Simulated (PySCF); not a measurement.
Atom-mapped SMILES (the numbers label the heavy atoms): `[CH3:1][SiH2:2]/[CH:3]=[C:4](/[Cl:5])[C:6](=[O:7])[CH:8]([CH3:9])[CH3:10]`; H(Xn) means a hydrogen on atom n.

Calculated, not measured (PySCF): GFN2-xTB geometry, shielding tensors at PBE0/pcSseg-1 (GIAO). Rapidly exchanging positions averaged, single conformer, non-relativistic Hamiltonian, no solvent model.

Chemical shifts δ = σref − σ; TMS for 13C (σ = 186.93 ppm), 1H (σ = 31.72 ppm), 29Si (σ = 349.16 ppm); 35Cl (σ = 949.78 ppm) vs HCl; H2O for 17O (σ = 336.08 ppm), all at this level.

```
       atoms  nucleus  count  Hirshfeld charge  δ (ppm)
          C1      13C      1             -0.21        ?
      C9/C10      13C      2             -0.12        ?
          O7      17O      1             -0.15    594.6
         Cl5     35Cl      1              0.00      244
          C8      13C      1             -0.03        ?
          C3      13C      1             -0.11    162.9
       H(C1)       1H      3              0.04     0.22
       H(C3)       1H      1              0.06     7.52
         Si2     29Si      1              0.32        ?
H(C9)/H(C10)       1H      6              0.04     1.21
          C4      13C      1              0.00    148.3
          C6      13C      1              0.17    209.3
       H(C8)       1H      1              0.03     3.58
      H(Si2)       1H      2             -0.10     4.57
```

Q: Estimate the values marked ?.

A: 
- C8: 39.6 ppm, sp3 CH α to a carbonyl; the adjacent C=O deshields it moderately
- C9/C10: 20.6 ppm, methyl carbon; aliphatic region, no heteroatom directly attached
- C1: -7.2 ppm, methyl carbon bonded to Si; an electropositive neighbour leaves it electron-rich and shielded
- Si2: -60.7 ppm, silicon bonded to 2 C, 2 H

Carbons that carry Cl, above all several Cl atoms, come out too deshielded, partly because spin–orbit coupling is missing. Shifts are as computed. Against solution values, carbons near 30 ppm lie about +3 ppm off and those near 130 ppm about +5 ppm; carbons on Cl a further +6 ppm. Of 1211 compounds with measured shifts, 218 miss one by over three times the rms of a fit or turn the order of signals round; such compounds aren't used in these exercises. Unscaled 17O shifts of doubly bonded oxygen tend to come out too high, by tens of ppm or more. Experimental scales use liquid or dissolved standards, which lie at an offset from isolated H2O (liquid H2O: subtract about 36 ppm).
